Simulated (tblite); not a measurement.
A tight-binding relaxation on `C[C@@H]1C[C@H](C#N)[Se][SiH2]1`.

Computed with GFN2-xTB geometry optimisation, gas phase (tblite 0.8.0). Start geometry: from a force field or distance geometry. The input is one job of a driver script: a line of settings, then coordinates in Å.

Command:
```bash
OMP_NUM_THREADS=1 python probes_run.py task.json out
```

Input:
```
{"job": {"kind": "relax", "xc": "GFN2-xTB", "basis": "xTB"}, "charge": 0, "multiplicity": 1}
C     -1.707800    -1.111700     0.536400
C     -0.555900    -0.634200    -0.342800
C      0.644900    -0.164800     0.515100
C      1.673300     0.545800    -0.388500
C      2.776700     1.060000     0.439700
N      3.643700     1.473600     1.070400
Se     0.855700     2.014200    -1.377400
Si    -1.040500     0.794200    -1.415400
H     -1.386800    -1.960900     1.177000
H     -2.558800    -1.457200    -0.099300
H     -2.082100    -0.289000     1.190300
H     -0.225500    -1.478300    -0.985800
H      0.278200     0.548900     1.305800
H      1.106400    -1.035700     1.015700
H      2.084800    -0.182900    -1.106400
H     -1.368300     0.330400    -2.766700
H     -2.144900     1.559800    -0.811700
```

**Question.** What does the run print?

**Answer.** 
```
step      E/eV     max force
  0    -628.62676    1.803
  1    -628.75172    1.011
  2    -628.74941    3.279
  3    -628.79312    0.511
  4    -628.79878    0.158
  5    -628.80242    0.132
  6    -628.80532    0.125
  7    -628.80659    0.088
  8    -628.80804    0.082
  9    -628.80898    0.093
... (48 lines left out)
 58    -628.81839    0.011
 59    -628.81841    0.011
 60    -628.81843    0.016
 61    -628.81846    0.017
 62    -628.81849    0.017
 63    -628.81851    0.017
 64    -628.81853    0.013
 65    -628.81856    0.014
 66    -628.81859    0.015
 67    -628.81860    0.007
```

«max force» is the largest atomic force in eV/Å.

**Question.** From which step on does the largest force stay under 0.1 eV/Å, and how much energy is left to gain from there?

**Answer.** From step 11 (0.080 eV/Å), 7.6 meV above the end.

Main results: energy lowered by 4.4 kcal/mol over 67 steps; largest atomic force 0.007 eV/Å at the end.

**Question.** Where do the atoms end?

**Answer.** 0.090 Å rms from the input after alignment:
```
atom  x, y, z in Å
C1    -1.6849   -1.1626    0.5348
C2    -0.5544   -0.6225   -0.3305
C3     0.6171   -0.1415    0.5209
C4     1.7039    0.4811   -0.3495
C5     2.7608    1.0437    0.4380
N6     3.5896    1.4862    1.0904
Se7    0.9075    1.9417   -1.5037
Si8   -1.0898    0.8458   -1.4398
H9    -1.3390   -1.9945    1.1472
H10   -2.5053   -1.5141   -0.0861
H11   -2.0661   -0.3893    1.1979
H12   -0.1974   -1.4343   -0.9746
H13    0.2685    0.5985    1.2475
H14    1.0561   -0.9729    1.0817
H15    2.1240   -0.2494   -1.0502
H16   -1.5000    0.4109   -2.7727
H17   -2.0977    1.6853   -0.7948
```

Time: 0.47 s wall. Hardware: an Intel Xeon 6975P-C with one thread, no GPU, shared host with 192 logical CPUs at a one-minute load of 89.
Labels such as C1 count atoms from 1, the log's own numbers from 0.
